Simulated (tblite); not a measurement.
C4H3N2O3S (doublet state).
Numbering: `[O:1]=[S:2](=[O:3])([OH:4])[c:5]1[cH:6][c:7][cH:8][n:9][n:10]1` (hydrogens: H11 on O4; H12 on C6; H13 on C8)

Cartesian coordinates in Å at the GFN2-xTB level; atoms count from 1:
```
atom  x, y, z in Å
O1    -2.2825    0.6963    1.4461
S2    -1.8911    0.0326    0.2445
O3    -2.4618    0.4161   -0.9996
O4    -2.1035   -1.5395    0.4437
C5    -0.1017    0.1061    0.0884
C6     0.5112    0.7513   -0.9896
C7     1.8798    0.7596   -0.9837
C8     2.5588    0.1471    0.0475
N9     1.8742   -0.4540    1.0156
N10    0.6017   -0.4654    1.0285
H11   -2.1122   -1.7502    1.3796
H12   -0.1100    1.1917   -1.7529
H13    3.6327    0.1089    0.1357
```

Computed values, GFN2-xTB/tblite, gas phase, harmonic and unscaled. Errors from tens to a few hundred cm⁻¹ against measured bands are possible. One conformer, not necessarily the lowest. Open shells enter through the occupations alone, without spin polarisation, and single modes of such species can be off by tens of per cent.

Harmonic wavenumbers (cm⁻¹): 32.5, 88.6, 116.8, 205.2, 248.5, 288.3, 331.1, 354.9, 384.2, 432.8, 474.1, 532.2, 605.6, 693.2, 696.1, 748.6, 815.9, 880.2, 894.5, 967.9, 1053.4, 1121.9, 1143.8, 1159.4, 1216.4, 1303.8, 1317.2, 1352.2, 1438.7, 1546.4, 3095.5, 3099.8, 3588.4.

A = 2848, B = 875.0, C = 769.8 MHz; mass 158.986 u (most abundant isotopes); point group C1, symmetry number 1; spin multiplicity 2.

Problem. Zero-point energy?

Solution. ½Σν̃ = 16114 cm⁻¹ = 46.07 kcal/mol.

Problem. Give the ideal-gas entropy at 200 K and 1 bar in the rigid-rotor, harmonic-oscillator model (classical rotation).

Solution. Translation 39.14, rotation 28.32, vibration 16.65, spin (R ln 2) 1.38: S = 85.5 cal/(mol K).

Problem. And Cp and H(200 K) − H(0)?

Solution. Cp = 26.52 cal/(mol K), of which vibrations give 18.58 (their classical limit is 33 R = 65.6); H(200 K) − H(0) = 3.39 kcal/mol without the zero-point energy, 1.80 from vibrations.

Problem. What must be added to the electronic energy to get the Gibbs energy at 200 K and 1 bar?

Solution. ZPE + [H(200 K) − H(0)] − T·S = 46.07 + 3.39 − 17.10 = 32.36 kcal/mol.

Problem. How do the functions run with temperature in this model?

Solution. 
```tsv
T (K)	S (cal/(mol K))	Cp (cal/(mol K))	H − H(0) (kcal/mol)	G − H(0) (kcal/mol)	ln q(vib)
50	61.0	12.2	0.49	-2.55	0.62
100	70.8	16.8	1.22	-5.86	1.64
298.15	97.7	35.0	6.42	-22.71	6.09
373.15	106.2	40.6	9.26	-30.36	7.81
500	119.2	48.1	14.92	-44.67	10.65
750	140.6	57.1	28.20	-77.24	15.90
1000	157.8	62.0	43.14	-114.61	20.60
```

q(vib) and H(0) count from the zero-point level.

Problem. Blend soft modes into free rotors: weight 1/[1 + (100 cm⁻¹/ν̃)⁴] for the oscillator and the rest for a rotor with moment μB/(μ + B), μ = h/(8π²ν), B = 10⁻⁴⁴ kg m². What vibrational entropy results?

Solution. 15.18 cal/(mol K) in place of 16.65, which changes −T·S at 200 K by +0.29 kcal/mol.

Problem. Which modes carry the vibrational entropy at 200 K?

Solution. 32.5 cm⁻¹: 4.88; 88.6 cm⁻¹: 2.92; 116.8 cm⁻¹: 2.39; 205.2 cm⁻¹: 1.38; 248.5 cm⁻¹: 1.08; 288.3 cm⁻¹: 0.86 cal/(mol K); the other 27 give 3.15 together.

Hindered rotation and anharmonicity are outside this model. Other conformers, if any are populated, would add a mixing term that is left out. The structure is chiral; the term R ln 2 for an equal mix with its mirror image is left out.
